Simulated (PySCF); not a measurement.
Species: C₄H₈F₃PSi.
Z-matrix (Å and degrees, PBE0-D3(BJ)/def2-SVP geometry), rows numbered from 1:
```
C 
Si  1  1.8763
P   2  2.2766  1  108.59
C   3  1.8592  2  100.15  1  -154.48
C   3  1.8183  2   95.64  1   -53.40
F   5  1.3494  3  119.86  2   -47.87
C   5  1.3385  3  123.95  2   129.66
F   7  1.3059  5  124.00  3  -177.31
F   7  1.3052  5  124.32  3     2.82
H   1  1.1004  2  110.89  3   -52.76
H   1  1.1007  2  109.83  3    67.14
H   1  1.1007  2  110.88  3  -173.20
H   2  1.4967  1  111.55  3   117.12
H   2  1.4967  1  111.45  3  -122.29
H   4  1.1004  3  108.50  2   -69.57
H   4  1.0992  3  112.76  2    51.46
H   4  1.1001  3  108.97  2   173.08
```

Method: TDDFT CAM-B3LYP/def2-SVPD, vertical, gas phase, core orbitals frozen in the response (PySCF 2.14.0, density-fitted response routines).

Kohn–Sham orbitals with the atoms that hold most of them (Löwdin shares over 4%, at most four atoms; ? is withheld):

```json
{"orbital": "LUMO+2", "ε (eV)": "1.27", "atoms": "P3 18%, Si2 15%, C7 12%, F9 7%"}
{"orbital": "LUMO+1", "ε (eV)": "1.01", "atoms": "C7 19%, Si2 12%, C5 9%, F6 8%"}
{"orbital": "LUMO", "ε (eV)": "?", "atoms": "Si2 16%, P3 15%, C7 15%, C5 10%"}
{"orbital": "HOMO", "ε (eV)": "-8.37", "atoms": "?"}
{"orbital": "HOMO-1", "ε (eV)": "-8.85", "atoms": "?"}
{"orbital": "HOMO-2", "ε (eV)": "-10.43", "atoms": "P3 21%, Si2 19%, C1 15%, C4 10%"}
{"orbital": "HOMO-3", "ε (eV)": "-10.85", "atoms": "Si2 28%, C1 28%, H13 19%, H11 5%"}
```

Question: Which atoms hold the HOMO, and with what shares?

Answer: P3 (bonded to 2 C and Si) 48%; Si2 (bonded to C, P and 2 H) 13%; C5 (bonded to C, F and P) 10%; C4 (bonded to P and 3 H) 8%. By element: phosphorus 48%, carbon 17% or more, silicon 13%.

Question: Which atoms hold the HOMO-1, and with what shares?

Answer: C5 (bonded to C, F and P) 25%; C7 (bonded to C and 2 F) 20%; P3 (bonded to 2 C and Si) 17%; F6 (bonded to C) 11%. By element: carbon 45% or more, phosphorus 17%, fluorine 11% or more.

Question: What is the LUMO energy, and the HOMO–LUMO gap?

Answer: ε(LUMO) = 0.54 eV; the gap is 8.91 eV (0.3274 hartree).

Question: How does S1 compare with the orbital gap of 8.91 eV?

Answer: S1 is at 5.64 eV (f = 0.026), 3.27 eV below the gap, made of HOMO→LUMO (82%). Without the coupling terms of the response equations the lowest excitation would equal the gap.

Next come S2 at 6.48 eV (f 0.018), HOMO→LUMO+1 (29%), HOMO-1→LUMO (22%), HOMO→LUMO+2 (17%); S3 at 6.56 eV (f 0.018), HOMO→LUMO+2 (28%), HOMO→LUMO+1 (18%), HOMO-1→LUMO+1 (16%); S4 at 6.73 eV (f 0.316), HOMO-1→LUMO (59%), HOMO→LUMO+3 (10%), HOMO→LUMO+1 (9%); S5 at 6.78 eV (f 0.156), HOMO→LUMO+3 (49%), HOMO→LUMO+2 (17%), HOMO→LUMO (8%).

Löwdin shares depend on the basis, the more so with diffuse functions.

One conformer stands for the species.
